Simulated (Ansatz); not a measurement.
Reaction (ligand exchange at the Si–C bond): `NBC(N)[SiH3]` + `[SH][SnH3]` → `[SiH3][S][SnH3]` + `NBCN`

Isolated molecules relaxed with PBE0-D4/def2-TZVP in Ansatz; ΔE leaves out vibrations. CBS: MP2 limit from def2 TZ/QZ plus the TZ coupled-cluster correction, frozen cores. DFT in def2-TZVPP. B3LYP here is the variant with VWN-RPA as its local correlation; programs differ in this. Elements past krypton have def2 core potentials. For Sn outer-core shells are correlated without core-valence functions, which leaves a few kJ/mol of doubt a bond. Each species was taken in one conformer, which may not be the lowest.

(1) Is it downhill or uphill in electronic energy at CCSD(T)/CBS, and by how much? (Estimate.)

(2) What do these levels give: PBE-D4, ωB97M-V, B2PLYP, PBE, PBE0, B3LYP, HF/def2-TZVPP, CCSD/def2-TZVPP, CCSD(T)/def2-TZVPP, HF/CBS(def2), MP2/CBS(def2), CCSD/CBS(def2)? (An estimate is asked.)

Largest T1 diagnostic among the species: 0.013.

Results:

(1) Computed: Downhill: ΔE = -0.66 eV.

(2) Computed: PBE-D4 -0.61, ωB97M-V -0.61, B2PLYP -0.65, PBE -0.62, PBE0 -0.65, B3LYP -0.64, HF/def2-TZVPP -0.73, CCSD/def2-TZVPP -0.62, CCSD(T)/def2-TZVPP -0.61, HF/CBS(def2) -0.73, MP2/CBS(def2) -0.70, CCSD/CBS(def2) -0.67 eV.

In def2-TZVPP, CCSD(T) changes the Hartree–Fock value by +0.11 eV (the triples alone add +0.01 eV) and MP2 by +0.07 eV.
